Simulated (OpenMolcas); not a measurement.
**Tb2+: CASPT2 settings compared**

```yaml
Program: OpenMolcas
Basis: ANO-RCC-VDZ [7s6p4d2f]
Scalar_Hamiltonian: DKH3, point nucleus
Active_space: 9 electrons in 7 orbitals (4f)
State_averaging: 2S+1 = 6 odd, 21 roots (18 in the spin-orbit step); 2S+1 = 4 odd, 48 roots kept (CI in the orbitals of an earlier block, 39 in the spin-orbit step)
Spin-orbit_coupling: state interaction with AMFI integrals over the reference wave functions, term energies averaged over their components
```

Methods on the same reference wave functions:
A. CASSCF
B. SS-CASPT2, IPEA 0.35 Eh, no level shift (closed shells correlated: 5s 5p)
C. SS-CASPT2, IPEA 0.5 Eh, real shift 0.2 Eh (closed shells correlated: 4d 5s 5p)
D. SS-CASPT2, IPEA 0.5 Eh, sigma1 regulariser 0.5 Eh (closed shells correlated: 4d 5s 5p)

Energies in cm-1 above 4f9 6H* 15/2, the measured ground level; measured values from Martin, Zalubas and Hagan, Atomic Energy Levels: The Rare-Earth Elements, NSRDS-NBS 60 (1978).

```json
{"Level": "4f9 6H* 15/2", "A": "0.0", "B": "0.0", "C": "0.0", "D": "0.0", "Measured": "0.0"}
{"Level": "4f9 6H* 13/2", "A": "2948", "B": "2950", "C": "2960", "D": "2960", "Measured": "2805"}
{"Level": "4f9 6H* 11/2", "A": "5388", "B": "5390", "C": "5400", "D": "5400", "Measured": "4735"}
{"Level": "4f9 6H* 9/2", "A": "7359", "B": "7360", "C": "7380", "D": "7380", "Measured": "6258"}
{"Level": "4f9 6H* 7/2", "A": "8900", "B": "8910", "C": "8920", "D": "8920", "Measured": "7422"}
{"Level": "4f9 6F* 11/2", "A": "9503", "B": "8210", "C": "7730", "D": "7720", "Measured": "6470"}
{"Level": "4f9 6H* 5/2", "A": "10052", "B": "10060", "C": "10070", "D": "10070", "Measured": "8286"}
{"Level": "4f9 6F* 9/2", "A": "10414", "B": "9160", "C": "8620", "D": "8610", "Measured": "7622"}
{"Level": "4f9 6F* 7/2", "A": "11967", "B": "10710", "C": "10180", "D": "10170", "Measured": ""}
{"Level": "4f9 6F* 5/2", "A": "13420", "B": "12150", "C": "11640", "D": "11630", "Measured": "10220"}
{"Level": "4f9 6F* 3/2", "A": "14551", "B": "13270", "C": "12770", "D": "12770", "Measured": ""}
{"Level": "4f9 6F* 1/2", "A": "15261", "B": "13970", "C": "13490", "D": "13480", "Measured": ""}
```

Deviations, from unrounded energies. A percentage is the sum of absolute deviations over the sum of measured energies, with the sign that they share, or ± where signs differ.

```csv
Against measurement,Levels,A,B,C,D
mean absolute deviation (cm-1),8,1800,1300,1100,1100
fine structure of the ground term (%),5,+17.4,+17.5,+17.7,+17.7
other terms of the ground configuration (%),3,+37.1,+21.4,+15.1,+15.1
```

C, D lie about equally close to measurement and A furthest from it. The largest miss of D in the table is 4f9 6H* 5/2, by +1800 cm-1. The ranking rests on the paired levels alone, and a cruder setting can come out closer through cancelling errors.

Among B to D the level of the table that moves most is 4f9 6F* 9/2, by 550 cm-1 (lowest in D, highest in B). Moves below CASPT2's spread within the term are not significant.

The two smallest mean deviations differ by little beside CASPT2's spread within terms, so their order carries little weight.

The lowest spin-free term lies below A's lowest term by 0.433 hartree in B, 0.627 hartree in C, 0.628 hartree in D.

CASPT2 breaks the degeneracy within a term, and the mean is taken; among the terms shown or strongly mixed into the levels shown the widest spread is 100 cm-1 (4f9 6F*, D). High states are left out of the spin-orbit mixing, which shifts the levels that they would mix with. Without dynamic correlation excited terms often stand tens of per cent too high (terms of higher spin than the ground term too low), and those without a measured partner can miss by more than the paired ones (holds for A). Some terms miss by over 15 % even with CASPT2, which points to a basis or an active space too small for the shells correlated (holds for B; C; D). Computed and measured levels are paired by configuration, term and J; levels that our copy of the source lacks, or whose pairing is in doubt (as where it misses far off the trend of its configuration), stay unpaired and out of the deviations. Levels of configurations outside the active space are missing. Levels that lie high or do not pair safely by name in every column are left out.

* marks odd parity.
